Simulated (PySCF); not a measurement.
## Co²⁺: excitation energy

Co²⁺ [Ar] 3d7 (4F) → Co²⁺ [Ar] 3d6 4s1 (6D), as a difference of total energies. Computed with PySCF 2.14 in x2c-QZVPPall with one added diffuse shell each of s, p, d, f, g type (12s8p6d5f3g, 128 functions), with the spin-free X2C one-electron Hamiltonian (Gaussian nucleus). Correlated levels: valence: [Ar] frozen; valence and next inner shell: [Ne] frozen. The calculations carry no spin-orbit coupling.

```tsv
method	excitation energy (cm⁻¹)
UHF	35247
LDA	45686
PBE	45826
PBE0	44983
r2SCAN	44886
PBEsol	45555
LC-wPBE	48522
MP2 (valence)	45751
SCS-MP2 (valence)	48743
SCS-MP2 (valence and next inner shell)	47965
```

Q: Estimate what MP2 (valence and next inner shell) gives.

A: 46423 cm⁻¹, closest to PBE among the rows shown.

Q: Estimate what B2PLYP gives.

A: 45607 cm⁻¹, closest to PBEsol among the rows shown.

A first-order spin-orbit estimate (lowest level to lowest level, LS coupling) adds 0.031 eV.
